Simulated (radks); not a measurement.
Q: Yb+, configuration [Kr] 4d10 4f14 5s2 5p5 6s2 (not the ground configuration). Method: Dirac Kohn-Sham, BLYP, spin-unpolarised, spherical densities, point nucleus; open shells fill j = l - 1/2 first; computed with a radial shooting solver on a logarithmic mesh with Libxc functionals. Some entries of the table are withheld. Estimate them.

| orbital | occ. | eigenvalue (eV) | r(max) (bohr) |
|---|---|---|---|
| 1s1/2 | 2 | -61187.59 | 0.01236 |
| 2s1/2 | 2 | -10370.20 | 0.07075 |
| 2p1/2 | 2 | -9891.407 | 0.05295 |
| 2p3/2 | 4 | -8843.896 | 0.05938 |
| 3s1/2 | 2 | -2345.905 | 0.1996 |
| 3p1/2 | 2 | -2134.792 | 0.1874 |
| 3p3/2 | 4 | -1912.462 | 0.2008 |
| 3d3/2 | 4 | -1553.428 | 0.1580 |
| 3d5/2 | 6 | -1504.849 | 0.1617 |
| 4s1/2 | 2 | -470.6581 | 0.4555 |
| 4p1/2 | 2 | -385.2923 | 0.4568 |
| 4p3/2 | 4 | -334.9761 | 0.4853 |
| 4d3/2 | 4 | -194.6928 | 0.4860 |
| 4d5/2 | 6 | -185.5423 | 0.4952 |
| 5s1/2 | 2 | -66.5587 | 1.069 |
| 5p1/2 | 2 | -43.2096 | (1) |
| 5p3/2 | 3 | -36.8574 | (2) |
| 4f5/2 | 6 | (3) | (4) |
| 4f7/2 | 8 | (5) | (6) |
| 6s1/2 | 2 | -10.8078 | 2.902 |
| 5d3/2 | 0 | (7) | (8) |
| 5d5/2 | 0 | (9) | (10) |
| 6p1/2 | 0 | -6.8363 | 3.560 |
| 6p3/2 | 0 | -6.2449 | 3.823 |

A: 
(1) 5p1/2 r(max) (bohr): 1.163
(2) 5p3/2 r(max) (bohr): 1.251
(3) 4f5/2 eigenvalue (eV): -15.3958
(4) 4f5/2 r(max) (bohr): 0.4806
(5) 4f7/2 eigenvalue (eV): -14.0660
(6) 4f7/2 r(max) (bohr): 0.4862
(7) 5d3/2 eigenvalue (eV): -9.2885
(8) 5d3/2 r(max) (bohr): 1.775
(9) 5d5/2 eigenvalue (eV): -8.8849
(10) 5d5/2 r(max) (bohr): 1.831
